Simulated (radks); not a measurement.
Problem. The zirconium ion Zr3+, 37 electrons, occupied as [Kr] 4d1 (the NIST ground configuration). Method: Dirac Kohn-Sham, Slater X-alpha with alpha = 0.667, spin-unpolarised, spherical densities, finite nucleus; open shells fill j = l - 1/2 first; Fermi nuclear charge, rms radius 4.2694 fm; computed with a radial shooting solver on a logarithmic mesh with Libxc functionals. Some entries of the table are withheld. Estimate them.

| orbital | occ. | eigenvalue (eV) | <r^2> (bohr^2) |
|---|---|---|---|
| 1s1/2 | 2 | -17815.84 | (1) |
| 2s1/2 | 2 | (2) | 0.03119 |
| 2p1/2 | 2 | -2283.983 | 0.02363 |
| 2p3/2 | 4 | -2198.290 | 0.02502 |
| 3s1/2 | 2 | -429.1411 | 0.2420 |
| 3p1/2 | 2 | -352.1104 | 0.2422 |
| 3p3/2 | 4 | -338.4467 | 0.2534 |
| 3d3/2 | 4 | (3) | 0.2460 |
| 3d5/2 | 6 | (4) | 0.2498 |
| 4s1/2 | 2 | -79.9056 | 1.640 |
| 4p1/2 | 2 | (5) | 2.008 |
| 4p3/2 | 4 | (6) | 2.096 |
| 4d3/2 | 1 | -27.0483 | (7) |
| 4d5/2 | 0 | -26.8639 | (8) |

Solution. 
(1) 1s1/2 <r^2> (bohr^2): 0.001857
(2) 2s1/2 eigenvalue (eV): -2490.841
(3) 3d3/2 eigenvalue (eV): -202.0881
(4) 3d5/2 eigenvalue (eV): -199.5897
(5) 4p1/2 eigenvalue (eV): -58.8937
(6) 4p3/2 eigenvalue (eV): -57.0290
(7) 4d3/2 <r^2> (bohr^2): 4.008
(8) 4d5/2 <r^2> (bohr^2): 4.059
